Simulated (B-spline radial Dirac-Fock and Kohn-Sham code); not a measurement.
**The Cl-like isoelectronic sequence (17 electrons), Z = 73 to 81**

The computed values come from a radial atomic solver: Dirac-Fock (average of configuration) total-energy differences with a finite nucleus, the Breit interaction including its frequency dependence, and self-energy and vacuum-polarisation corrections. Binding energies in eV, tabulated ground configurations ([Ne] 3s2 3p5 throughout). No correlation.

```tsv
ion	2s	2p1/2	3s	outermost level	NIST ionisation energy
Ta⁵⁶⁺	15758.2	15246.9	6188.2	5769.5 (3p)	5655 ± 5
W⁵⁷⁺	?	?	?	?	?
Re⁵⁸⁺	16849.2	16315.9	6629.0	6171.2 (3p)	6042 ± 6
Os⁵⁹⁺	17412.6	16868.0	6856.4	6377.7 (3p)	6240 ± 7
Ir⁶⁰⁺	17988.3	17432.3	7088.5	6588.0 (3p)	6441 ± 10
Pt⁶¹⁺	18576.5	18008.9	7325.4	6802.1 (3p)	6646 ± 12
Au⁶²⁺	19177.4	18598.0	7567.3	7020.0 (3p)	6854 ± 15
Hg⁶³⁺	19791.3	19199.9	7814.1	7241.9 (3p)	7066 ± 19
Tl⁶⁴⁺	20418.5	19814.9	8065.9	7467.7 (3p)	7281 ± 24
```

**Question.** Fill in the row of W⁵⁷⁺.

**Answer.** 2s 16297.8, 2p1/2 15775.5, 3s 6406.3, outermost 5968.5 (3p), NIST 5840 ± 5 eV.

NIST's values are for the lowest levels; a dash marks a value that is missing or belongs to another shell. Their kind here: semi-empirical, theoretical. Where a p, d or f shell is open in either ion the computed value averages over both j values and all terms, while the table refers to the lowest levels; that difference holds spin-orbit splitting (largest in heavy or highly charged ions), term energies where several electrons share open shells, and correlation, and it can reach 10 % or more.
